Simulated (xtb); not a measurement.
BiCl2, SMILES [Cl][Bi+][Cl] (connectivity only; charge and spin as stated), charge +1, multiplicity 1. All values are semi-empirical tight-binding results from xtb (GFN2-xTB unless named), good for trends rather than for accurate numbers. Geometry optimised at GFN2-xTB. The multiplicity is an assumed one; other spin states were not compared. The isomer is the one that the SMILES or the coordinates give; other isomers of the formula were not compared.

For metal compounds this method's bond lengths and energies can be far off.

Question: Estimate the properties. (The exact figures need the calculation; the answer reports its results.)

Answer: 
| Property | Result |
|---|---|
| point group as xtb finds it | C2v |
| orbital gap | 1.60 eV |
| zero-point energy | 1.1 kcal/mol |
| G − E(el) at 298.15 K (modified RRHO) | -18.0 kcal/mol |
